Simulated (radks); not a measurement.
Question: Mg V, 8 electrons, occupied as [He] 2p4 3d2 (not the ground configuration). Method: scalar-relativistic Kohn-Sham, AM05, spin-polarised, spherical densities, finite nucleus; open shells are filled with parallel spins first; Fermi nuclear charge, rms radius 3.057 fm; computed with a radial shooting solver on a logarithmic mesh with Libxc functionals. Some entries of the table are withheld. Estimate them.

orbital  occ.  eigenvalue (eV)  <1/r> (bohr^-1)
1s up       1              (1)            11.62
1s down     1              (2)            11.64
2p up       3        -166.1655              (3)
2p down     1        -156.1053              (4)
3d up       2         -39.8190           0.7035

Answer: 
(1) 1s up eigenvalue (eV): -1407.486
(2) 1s down eigenvalue (eV): -1404.211
(3) 2p up <1/r> (bohr^-1): 2.297
(4) 2p down <1/r> (bohr^-1): 2.276
